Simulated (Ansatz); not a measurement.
Program: Ansatz 0.2.0.

A structure relaxed at PBE0-D4/def2-TZVP, charge 0, multiplicity 1:

```csv
atom,x (Å),y (Å),z (Å)
C1,1.539,1.042,0.645
O2,0.532,0.185,1.063
Cu3,-0.666,-0.498,-0.061
O4,-2.029,-1.310,-1.173
H5,2.154,1.330,1.512
H6,2.227,0.595,-0.092
H7,1.167,1.982,0.201
H8,-2.000,-2.273,-1.169
H9,-2.924,-1.053,-0.926
```

Give its formula and SMILES.

CH5CuO2, `C[O][Cu-][OH2+]`.

Point group (tolerance 0.08 Å, 0.16 Å for H)?

Cs.

Summarise the bond lengths by kind.

1 × C–O 1.387 Å; 3 × C–H 1.102 to 1.104 Å; 2 × Cu–O 1.778 to 1.938 Å; 2 × H–O 0.963 Å.
